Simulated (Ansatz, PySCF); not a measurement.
C2H5BBrF (SMILES CCB(F)Br), singlet, at a GFN2-xTB geometry. Base run: CASSCF(2,2)/STO-3G in PySCF.

PySCF was given this input:
```python
from pyscf import gto, scf, mcscf
import numpy

mol = gto.Mole()
mol.atom = '''
    B     0.622341   -0.186342   -0.117184
    F     1.707838    0.469040   -0.469782
    Br   -0.691311    0.827412    0.762863
    C     0.457719   -1.719134   -0.469481
    C     0.238313   -1.925936   -1.981416
    H    -0.376113   -2.176255    0.067614
    H     1.362502   -2.266351   -0.188631
    H     1.064959   -1.504005   -2.548567
    H    -0.682842   -1.445190   -2.304220
    H     0.168948   -2.986842   -2.207050
'''
mol.basis = 'sto-3g'
mol.charge = 0
mol.spin = 0
mol.verbose = 3
mol.build()

mf = scf.RHF(mol)
mf.kernel()
mc = mcscf.CASSCF(mf, 2, 2)
mc.fix_spin_(ss=0.0)
mc.kernel()
occ = numpy.linalg.eigvalsh(mc.fcisolver.make_rdm1(mc.ci, mc.ncas, mc.nelecas))[::-1]
ss = mc.fcisolver.spin_square(mc.ci, mc.ncas, mc.nelecas)[0]
print('natural occupations', occ.round(4), ' <S^2>', round(ss, 4))
```

Programs used: Ansatz (a first-principles code), PySCF; a row that names a program was run with it.

Variants of this job, named by their change:

```json
[
 {"change": "base", "ΔE vs base (kcal/mol)": "0.000", "natural occupations": "1.99 0.01", "<S^2> of the state": "0.00", "outcome": "converged"},
 {"change": "correction = SC-NEVPT2", "ΔE vs base (kcal/mol)": "-101.5", "natural occupations": "1.99 0.01", "<S^2> of the state": "0.00", "outcome": "converged"},
 {"change": "orbitals = fixed (CASCI); correction = SC-NEVPT2", "ΔE vs base (kcal/mol)": "-98.8", "natural occupations": "2.00 0.00", "<S^2> of the state": "0.00", "outcome": "converged"},
 {"change": "state_average = 2 states", "ΔE vs base (kcal/mol)": "16.37", "natural occupations": "-", "<S^2> of the state": "-", "outcome": "converged"},
 {"change": "active space = 2 electrons, 4 orbitals", "ΔE vs base (kcal/mol)": "-0.79", "natural occupations": "1.98 0.01 0.00 0.00", "<S^2> of the state": "0.00", "outcome": "converged"},
 {"change": "solver = newton", "ΔE vs base (kcal/mol)": "-", "natural occupations": "-", "<S^2> of the state": "-", "outcome": "not converged"},
 {"change": "active space = 6 electrons, 8 orbitals", "ΔE vs base (kcal/mol)": "-22.82", "natural occupations": "1.98 1.98 1.97 0.03 0.02 0.01 0.00 0.00", "<S^2> of the state": "0.00", "outcome": "converged"},
 {"change": "active space = 6 electrons, 5 orbitals", "ΔE vs base (kcal/mol)": "-7.52", "natural occupations": "1.99 1.99 1.98 0.02 0.02", "<S^2> of the state": "0.00", "outcome": "converged"},
 {"change": "code = ansatz; correction = SC-NEVPT2, all electrons", "ΔE vs base (kcal/mol)": "-102.7", "natural occupations": "-", "<S^2> of the state": "-", "outcome": "converged"},
 {"change": "active space = 6 electrons, 7 orbitals", "ΔE vs base (kcal/mol)": "-22.80", "natural occupations": "1.98 1.98 1.97 0.03 0.02 0.01 0.00", "<S^2> of the state": "0.00", "outcome": "converged"},
 {"change": "orbitals = fixed (CASCI)", "ΔE vs base (kcal/mol)": "7.59", "natural occupations": "2.00 0.00", "<S^2> of the state": "0.00", "outcome": "converged"}
]
```

Active orbitals are taken around the Fermi level unless the row says otherwise; CASSCF can end in different local minima, and two programs can end on different orbitals. State-averaged rows give the lowest state.
